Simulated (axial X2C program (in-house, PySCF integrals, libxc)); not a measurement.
## SiBi: properties at the nuclei

Calculated with an in-house all-electron X2C program for linear molecules (integrals from PySCF): two-component X2C with atomic mean-field Coulomb and Gaunt terms, Gaussian nuclei, basis Bi dyall-cv3z, Si dyall-v3z with contracted cores.

R = 2.481 Å (near the PBE0 minimum at charge 0 of the determinant lowest at the starting distance; the state shown can have its own minimum elsewhere).

Determinant lowest in the PBE0 search, Ω = 3/2 (⟨Sz⟩ = 0.54, ⟨Lz⟩ = 0.96 at PBE0), spin on the atoms Bi 0.16, Si 0.38:

```csv
level,Eeff magnitude (GV/cm),Ws magnitude Bi (kHz),A∥/gI Bi (MHz),qzz Bi (a.u.),A∥/gI Si (MHz),qzz Si (a.u.),μ (D)
PBE0,2.59,0.875,406,-8.81,16.9,-1.30,-0.76
HF,32.8,28.9,-86.3,-8.11,-49.3,-0.96,-1.14
PBE50,0.14,1.52,371,-8.79,7.41,-1.31,-0.78
BP86,3.53,1.82,416,-8.67,30.4,-1.28,-0.66
BHandHLYP,0.223,1.44,294,-8.49,26.7,-1.40,-0.56
```

Eeff is the effective electric field on the electron electric dipole moment in this Ω state and Ws the scalar–pseudoscalar constant of the nucleus named (defined with the proton number Z and per Ω); A∥ (defined per Ω) follows by multiplying with gI = μI/(I μN); qzz is the electric field gradient, eQq0 = 234.96 MHz × Q/barn × qzz; μ is positive if the Si end (last atom) is positive. The operators were transformed with the bare-nucleus X2C matrices; with these basis sets, hyperfine constants and field gradients can be off by tens of per cent, and where levels differ in sign neither size nor sign is settled.

Question: With Q(209Bi) = -0.516 barn (Q from Pyykkö, Mol. Phys. 2018), turn the PBE0 values of the first state into constants in MHz.

Answer: eQq0(209Bi) = 234.96 × (-0.516) × (-8.81) = 1070 MHz.

Each state is one determinant with collinear spin. Unrestricted Hartree–Fock can overshoot spin polarisation at the nuclei. In the state Ω = 3/2 the sign of Eeff differs between levels (HF, PBE50, BHandHLYP against PBE0). Where Eeff spreads by more than a factor of two the levels disagree and none is to be relied on. States lie within half an eV, so the first need not be the ground state. The sign of Ws at Bi differs between levels in the first state. Further determinants of the search, some of them spin-mixed, are not shown. Where a field gradient or hyperfine factor spreads by more than a factor of two over the levels, a constant derived from it is not to be relied on.
